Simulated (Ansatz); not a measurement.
`COc1ccc(-c2ccc(/C=C/c3ccc(/C=C/c4ccc(/C=C/c5ccc(C(F)=C(F)F)cc5)cc4)cc3)cc2)cc1`, relaxed as a singlet with RKS r2SCAN-D4/def2-SVP in Ansatz, starting from the GFN2-xTB geometry. Force threshold 0.03 eV/Å.

Single mean-field runs in def2-SVP are fitted with def2-universal-jkfit.

Start:

Cartesian coordinates in Å:
```
C -10.158 -7.912 -8.435
O -10.271 -7.818 -7.036
C -9.330 -7.105 -6.356
C -9.473 -7.068 -4.968
C -8.563 -6.390 -4.188
C -7.488 -5.713 -4.766
C -6.499 -5.007 -3.943
C -5.986 -3.772 -4.341
C -5.033 -3.120 -3.590
C -4.543 -3.678 -2.404
C -3.521 -3.060 -1.586
C -2.898 -1.893 -1.825
C -1.857 -1.295 -1.018
C -1.330 -0.055 -1.401
C -0.333 0.559 -0.681
C 0.198 -0.038 0.468
C 1.247 0.552 1.268
C 1.839 1.741 1.061
C 2.890 2.329 1.861
C 3.424 1.733 3.009
C 4.428 2.347 3.722
C 4.958 3.584 3.332
C 6.010 4.173 4.129
C 6.621 5.348 3.902
C 7.647 5.955 4.722
C 8.075 7.253 4.413
C 9.007 7.912 5.183
C 9.563 7.284 6.300
C 10.531 7.943 7.164
F 11.219 7.134 8.003
C 10.818 9.244 7.266
F 10.243 10.219 6.571
F 11.721 9.748 8.099
C 9.177 5.971 6.593
C 8.237 5.325 5.823
C 4.422 4.181 2.186
C 3.417 3.569 1.474
C -0.328 -1.278 0.850
C -1.326 -1.892 0.131
C -5.071 -4.911 -2.005
C -6.029 -5.560 -2.753
C -7.364 -5.742 -6.150
C -8.265 -6.431 -6.942
H -10.992 -8.532 -8.759
H -10.232 -6.929 -8.912
H -9.217 -8.388 -8.731
H -10.310 -7.587 -4.528
H -8.698 -6.365 -3.117
H -6.355 -3.313 -5.247
H -4.664 -2.164 -3.928
H -3.253 -3.631 -0.707
H -3.171 -1.316 -2.699
H -1.721 0.429 -2.285
H 0.044 1.513 -1.017
H 1.559 -0.054 2.109
H 1.529 2.349 0.222
H 3.046 0.781 3.349
H 4.821 1.864 4.606
H 6.298 3.583 4.989
H 6.325 5.942 3.047
H 7.658 7.753 3.551
H 9.308 8.910 4.911
H 9.619 5.467 7.439
H 7.958 4.315 6.081
H 4.795 5.136 1.849
H 3.022 4.053 0.592
H 0.064 -1.764 1.734
H -1.698 -2.850 0.461
H -4.711 -5.365 -1.092
H -6.401 -6.521 -2.429
H -6.530 -5.241 -6.620
H -8.121 -6.438 -8.011
```

Q: Estimate the energy that the relaxation releases and the steps that it takes.

A: 7.0 kcal/mol, in 14 steps; 92 s on 2 threads of AMD EPYC 7R13 on a shared host and a share (18 GiB) of an NVIDIA H100 80GB HBM3. The force fell under the threshold at step 6, but the optimiser went on and released 0.007 eV more. No frequencies were taken in this run, so the end may be a saddle point.

Q: Does the start keep its bonding and symmetry?

A: By distances, no bond broke or formed. The bond that changes most is C7–C8, from 1.40 to 1.41 Å (atoms count from 1).

Q: Predict the relaxed structure.

A: 
```xyz
72

C   -10.426   -7.818   -8.458
O   -10.432   -7.841   -7.048
C    -9.457   -7.168   -6.391
C    -9.511   -7.213   -4.987
C    -8.553   -6.555   -4.228
C    -7.507   -5.824   -4.833
C    -6.488   -5.129   -4.022
C    -5.898   -3.925   -4.462
C    -4.933   -3.270   -3.708
C    -4.501   -3.784   -2.465
C    -3.490   -3.149   -1.634
C    -2.830   -1.991   -1.893
C    -1.811   -1.364   -1.067
C    -1.241   -0.139   -1.487
C    -0.260    0.505   -0.747
C     0.214   -0.042    0.467
C     1.242    0.575    1.286
C     1.872    1.757    1.053
C     2.907    2.366    1.871
C     3.448    1.766    3.031
C     4.437    2.399    3.768
C     4.949    3.666    3.400
C     5.984    4.275    4.218
C     6.549    5.498    4.042
C     7.588    6.102    4.862
C     8.021    7.414    4.567
C     9.005    8.052    5.312
C     9.611    7.393    6.403
C    10.648    7.988    7.233
F    11.111    7.222    8.241
C    11.221    9.206    7.141
F    10.918   10.109    6.232
F    12.155    9.629    7.961
C     9.188    6.079    6.706
C     8.204    5.452    5.955
C     4.411    4.265    2.238
C     3.423    3.631    1.499
C    -0.356   -1.268    0.887
C    -1.338   -1.911    0.148
C    -5.096   -4.987   -2.026
C    -6.063   -5.642   -2.781
C    -7.473   -5.790   -6.237
C    -8.426   -6.449   -7.016
H   -11.292   -8.411   -8.782
H   -10.525   -6.790   -8.849
H    -9.505   -8.270   -8.869
H   -10.329   -7.766   -4.518
H    -8.631   -6.582   -3.137
H    -6.227   -3.481   -5.406
H    -4.512   -2.335   -4.087
H    -3.259   -3.689   -0.708
H    -3.066   -1.447   -2.815
H    -1.587    0.307   -2.425
H     0.150    1.448   -1.119
H     1.515    0.003    2.181
H     1.590    2.338    0.167
H     3.089    0.786    3.357
H     4.839    1.910    4.662
H     6.316    3.660    5.063
H     6.205    6.122    3.209
H     7.563    7.944    3.726
H     9.301    9.066    5.043
H     9.648    5.552    7.544
H     7.911    4.434    6.222
H     4.778    5.240    1.906
H     3.026    4.118    0.602
H    -0.007   -1.716    1.823
H    -1.743   -2.857    0.516
H    -4.776   -5.418   -1.071
H    -6.475   -6.588   -2.419
H    -6.660   -5.260   -6.742
H    -8.348   -6.405   -8.104
```
Bond lengths: 42 × C–C 1.35 to 1.48 Å; 3 × C–F 1.31 to 1.35 Å; 2 × C–O 1.35 to 1.41 Å; 29 × C–H 1.09 to 1.11 Å.
